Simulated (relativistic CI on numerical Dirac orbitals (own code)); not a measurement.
Electric-dipole lines of W XXIV

Method of calculation: Dirac-Coulomb-Breit CI, KLI orbitals optimised for each configuration, model QED, unscaled Slater integrals (own radial code, finite nucleus).

Configuration list (outside the closed core [Ar] 3d10 4p6 4d10): 4s2 4f5, 4s2 4f4 5s, 4s2 4f3 5s2, 4s2 4f4 5p, 4s2 4f3 5s 5p, 4s2 4f3 5p2, 4s2 4f4 6s, 4s 4f6. Levels of other configurations are missing.

| λ vac (Å) | Lower | Upper | A (s⁻¹) | log gf | S velocity/length |
| --- | --- | --- | --- | --- | --- |
| 153.28 | 4s2 4f5 6H°_5/2 [1] | 4s2 4f4 5s 6I_7/2 [199] | 1.99e+05 | -5.25 | 0.63 |
| 153.75 | 4s2 4f5 6H°_7/2 [2] | 4s2 4f4 5s 6I_9/2 [200] | 1.25e+05 | -5.36 | 0.59 |
| 155.47 | 4s2 4f5 6H°_7/2 [2] | 4s2 4f4 5s 6I_7/2 [199] | 3.11e+04 | -6.05 | 0.73 |
| 155.83 | 4s2 4f5 6H°_9/2 [3] | 4s2 4f4 5s 6I_9/2 [200] | 3.20e+04 | -5.93 | 0.65 |
| 157.59 | 4s2 4f5 6H°_9/2 [3] | 4s2 4f4 5s 6I_7/2 [199] | 5.54e+03 | -6.78 | 1.18 |
| 157.73 | 4s2 4f5 6H°_11/2 [7] | 4s2 4f4 5s 6I_9/2 [200] | 1.47e+04 | -6.26 | 1.03 |
| 166.65 | 4s2 4f5 4I°_9/2 [16] | 4s2 4f4 5s 6I_9/2 [200] | 3.80e+04 | -5.80 | 0.35 |
| 166.77 | 4s2 4f5 4K°_11/2 [18] | 4s2 4f4 5s 6I_9/2 [200] | 1.27e+05 | -5.28 | 1.12 |
| 167.37 | 4s2 4f5 4G°_7/2 [19] | 4s2 4f4 5s 6I_9/2 [200] | 1.85e+04 | -6.11 | 0.54 |
| 168.67 | 4s2 4f5 4I°_9/2 [16] | 4s2 4f4 5s 6I_7/2 [199] | 5.04e+04 | -5.76 | 1.84 |
| 169.41 | 4s2 4f5 4G°_7/2 [19] | 4s2 4f4 5s 6I_7/2 [199] | 3.48e+04 | -5.92 | 0.93 |
| 170.67 | 4s2 4f5 4G°_9/2 [25] | 4s2 4f4 5s 6I_9/2 [200] | 6.15e+04 | -5.57 | 0.83 |
| 172.65 | 4s2 4f5 4H°_11/2 [31] | 4s2 4f4 5s 6I_9/2 [200] | 2.42e+04 | -5.97 | 1.16 |
| 172.79 | 4s2 4f5 4G°_9/2 [25] | 4s2 4f4 5s 6I_7/2 [199] | 2.33e+04 | -6.08 | 1.17 |
| 175.49 | 4s2 4f5 4H°_7/2 [33] | 4s2 4f4 5s 6I_7/2 [199] | 2.00e+04 | -6.13 | 1.45 |
| 178.34 | 4s2 4f5 4G°_11/2 [49] | 4s2 4f4 5s 6I_9/2 [200] | 9.14e+04 | -5.36 | 0.97 |
| 184.74 | 4s2 4f5 2I°_11/2 [70] | 4s2 4f4 5s 6I_9/2 [200] | 3.75e+04 | -5.72 | 1.08 |
| 186.08 | 4s2 4f5 2I°_11/2 [75] | 4s2 4f4 5s 6I_9/2 [200] | 6.74e+04 | -5.46 | 1.17 |
| 187.45 | 4s2 4f5 2I°_11/2 [81] | 4s2 4f4 5s 6I_9/2 [200] | 3.34e+04 | -5.75 | 1.20 |
| 188.27 | 4s2 4f5 2G°_7/2 [73] | 4s2 4f4 5s 6I_7/2 [199] | 3.06e+04 | -5.89 | 0.78 |

Terms are leading LS components. Brackets give the number of a level in order of energy, since labels repeat. The list gives strong lines, with weight on those to low levels, among the lowest 200 of 2907 levels, so that lines to higher ones, which can be the strongest, are missing. Levels whose partners in the same complex of configurations lie outside the list can be far off, and so can their lines. Rates are taken at the computed energies, electric ones in the length gauge. A velocity-to-length ratio far from 1 marks an uncertain rate.

At this charge energies of transitions that change n are usually good to better than 1 %, and those within a shell (Δn = 0) to a few per cent. Terms inside the open d or f shell come out 10 to 20 % too wide with unscaled integrals.

LS names give the leading component of a level, which can be under half, so a name can repeat, a term be missing and a line seem to break the LS rules.
